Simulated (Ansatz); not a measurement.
Consider the ligand exchange at the Si–C bond: `C=C[SiH](Cl)/C=C\[SiH](Cl)Cl` + `O[SiH3]` → `[SiH3]O[SiH](Cl)Cl` + `C=C[SiH](Cl)C=C`.

Calculated with Ansatz (gas phase, PBE0-D4/def2-TZVP geometries, no zero-point term in ΔE). CCSD(T)/CBS is the MP2 limit (def2-TZVPP, def2-QZVPP) plus CCSD(T) − MP2 in def2-TZVPP, frozen cores. DFT in def2-TZVPP. One conformer a species, not always the lowest.

```csv
level,ΔE (kcal/mol),difference from CCSD(T)/CBS
PBE0-D4,-28.3,2.6
ωB97X-V,-30.7,0.2
ωB97M-V,-30.5,0.4
B2PLYP,-32.9,-2.0
PBE0,-30.5,0.4
HF/def2-TZVPP,-39.6,-8.7
SCS-MP2/def2-TZVPP,-31.8,-0.9
CCSD/def2-TZVPP,-32.4,-1.5
MP2/CBS(def2),-30.2,0.7
CCSD/CBS(def2),-32.4,-1.5
CCSD(T)/CBS,-30.9,0
```

Largest T1 diagnostic among the species: 0.011.

From PBE to PBE0 (25 % exact exchange), in def2-TZVPP and without D4, ΔE moves by −1.7 kcal/mol. The D4 term adds +3.7 kcal/mol with B3LYP and +2.2 kcal/mol with PBE0; it sums over pairs of atoms, weighted by their polarisabilities, and B3LYP, whose exchange is more repulsive, gets the larger term.

B3LYP here is the variant with VWN-RPA as its local correlation; programs differ in this.
